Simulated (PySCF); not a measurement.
**Radial density of Co (cobalt, neutral)**

r2SCAN, [Ar] 3d7 4s2, high-spin 4F determinant. Computed with PySCF 2.14 in aug-cc-pVDZ (7s6p4d2f, 59 functions), with the non-relativistic Hamiltonian (point nucleus).

| r (bohr) | 4πr²ρ (e/bohr) | 4πr²(ρα − ρβ) |
| --- | --- | --- |
| 0.000997 | 0.1582 | 0.0000 |
| 0.00168 | 0.4313 | 0.0000 |
| 0.00282 | 1.147 | 0.0001 |
| 0.00474 | 2.926 | 0.0003 |
| 0.00798 | 6.954 | 0.0006 |
| 0.0134 | 14.69 | 0.0013 |
| 0.0226 | 25.50 | 0.0022 |
| 0.0380 | 32.40 | 0.0029 |
| 0.0639 | 27.98 | 0.0058 |
| 0.107 | 27.23 | 0.0382 |
| 0.181 | 36.55 | 0.2383 |
| 0.304 | 21.28 | 1.0845 |
| 0.511 | 16.05 | 2.6498 |
| 0.860 | 15.47 | 2.6104 |
| 1.45 | 4.170 | 1.0203 |
| 2.43 | 1.222 | 0.1681 |
| 4.09 | 0.3419 | -0.0193 |
| 6.88 | 0.01688 | -0.0042 |
| 11.6 | 3.872e-05 | 0.0000 |

Where is the radial spin density 4πr²(ρα − ρβ) most negative, and why is it negative at all?

Around r = 4.09 bohr, down to -0.0193 e/bohr: exchange with the open shell polarises the paired shells in an unrestricted calculation.
